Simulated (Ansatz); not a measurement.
Ansatz (an electronic-structure program) input:

Ansatz 0.2 input:
```yaml
crystal:
  periodic: [false, false, false]
  atoms:
    - {symbol: Mn, position_ang: [-0.00857029, -0.03854206, -0.77708602]}
    - {symbol: H, position_ang: [-0.03427364, -0.01389506, 0.84689133]}
basis:
  gaussian:
    orbitals: def2-TZVP
hamiltonian:
  xc: b3lyp
  dispersion: d3bj
magnetization: {spin_polarized: true, initial_magnetization: 6}
relax: {f_tol: 0.002, max_steps: 150}
```

Task: Which total energy does the run end on?

Result: -1151.56918 Eh (B3LYP-D3(BJ)/def2-TZVP). The basis has 51 functions.

The spin state was set by rule; other spins were not relaxed.
